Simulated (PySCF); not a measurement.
# Relative stability

The two ends of one reaction step of BH4SBr, singlet (PBE0-D4/def2-TZVP).

A:

```csv
atom,x (Å),y (Å),z (Å)
B1,-0.4377,-0.3058,-1.1797
S2,1.1470,0.0877,-0.4898
H3,-0.7170,-1.4628,-1.1964
H4,-1.1579,0.5450,-1.5937
H5,0.2946,-0.1175,1.8681
Br6,-0.2359,-0.1640,3.1963
H7,1.1103,1.4271,-0.6049
```

B:

```
atom    x (Å)    y (Å)    z (Å)
  B1  -0.6952  -0.4121  -0.2696
  S2   1.1800   0.2262  -0.4054
  H3  -0.5509  -1.6020  -0.3149
  H4  -1.1957   0.1010  -1.2315
  H5   1.6437  -0.1058   0.8145
 Br6  -1.4530   0.2322   1.4603
  H7   1.0262   1.5195  -0.0625
```

PySCF 2.14 with density fitting (its default auxiliary sets; JK sets also for MP2 and CCSD(T)); basis: def2-TZVPP; cores frozen in the correlated methods. Filled d shells of the heavier atoms are correlated. The def2 sets are not built for correlating such inner shells, so the correlated values are less sure here. B3LYP uses VWN-RPA correlation.

(1) Which structure is lower at CCSD(T), and by how much? (An estimate is asked for; the value comes from the calculation.)

(2) Do the other methods give the same order? (Judge from chemistry; the calculation decides.)

The T1 diagnostic stays at or below 0.011.

Answers

(1) The calculation gives: B, by 5.27 kcal/mol (electronic energy, against the other). By their contacts, A is a complex of BH₃S ([BH2][SH]) + HBr and B is BH₄SBr ([SH2][BH2][Br]).

(2) By the calculation: Not all: HF gives the other order.

| method | E(B) − E(A) (kcal/mol) |
| --- | --- |
| SPW92 | -13.61 |
| PBE-D4 | -8.25 |
| r2SCAN-D4 | -7.67 |
| PBE0-D4 | -8.56 |
| B3LYP-D4 | -4.39 |
| BHLYP-D4 | -4.66 |
| wB97M-V | -6.51 |
| HF | 1.42 |
| MP2 | -7.21 |
| CCSD | -4.46 |
| CCSD(T) | -5.27 |

Labels in which every atom is bracketed show which atoms are joined, not bond orders.

For scale, one of the runs: CCSD(T)/def2-TZVPP, 177 basis functions, launched by `OMP_NUM_THREADS=4 python run.py`. Time: 5.2 min of wall clock on 4 CPU threads of an Arm Neoverse V1; the host was shared. Peak host memory: 1.9 GiB.
